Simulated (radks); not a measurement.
Species: Pm II. Configuration: [Xe] 4f5 6s1.

Method: Dirac Kohn-Sham, PBE, spin-unpolarised, spherical densities, point nucleus; open shells are shared between the two j in proportion to 2j + 1; speed of light set to 274.072 atomic units (2 times the physical value, a model run); computed with a radial shooting solver on a logarithmic mesh with Libxc functionals.

Energy parts (hartree):
part                       energy
total                  -9743.0026
kinetic                 9915.1464
electron-nucleus      -23249.8106
Hartree                 3814.0745
exchange-correlation    -222.4129

Orbitals (lengths in bohr, moments of r in powers of bohr; <r^-3> diverges for s and p1/2; r(max) is where P^2 peaks; r(90%) holds 90 % of the orbital's charge):
orbital     occ.  eigenvalue (hartree)   r(max)  <r^-3>  r(90%)      <r^4>
1s1/2          2             -1585.051  0.01608       -  0.0437  1.650e-06
2s1/2          2             -251.4981  0.08894       -   0.161  0.0002782
2p1/2          2             -238.5116  0.06890       -   0.143  0.0001772
2p3/2          4             -233.8403  0.07022    7851   0.145  0.0001876
3s1/2          2             -54.86057   0.2499       -   0.398    0.01073
3p1/2          2             -49.19262   0.2370       -   0.391   0.009913
3p3/2          4             -48.25999   0.2398    1583   0.396    0.01035
3d3/2          4             -37.87182   0.1921   266.4   0.368   0.007672
3d5/2          6             -37.64817   0.1930   259.6   0.369   0.007781
4s1/2          2             -10.94167   0.5750       -   0.887     0.2696
4p1/2          2              -8.77846   0.5823       -   0.922     0.3133
4p3/2          4              -8.57630   0.5884   343.7   0.932     0.3270
4d3/2          4              -4.81700   0.6015   48.22    1.03     0.4873
4d5/2          6              -4.77705   0.6035   46.85    1.04     0.4946
5s1/2          2              -1.62308    1.349       -    2.17      9.683
5p1/2          2              -1.05309    1.480       -    2.50      16.87
5p3/2          4              -1.02642    1.498   45.27    2.53      17.78
4f5/2    2.14286              -0.38184   0.6251   5.934    1.74      5.662
4f7/2    2.85714              -0.37712   0.6264   5.882    1.75      5.790
6s1/2          1              -0.29241    3.645       -    5.97      540.5

The highest occupied level is 6s1/2 at -7.957 eV. The density falls to 0.001 e/bohr^3 at r = 4.61 bohr.
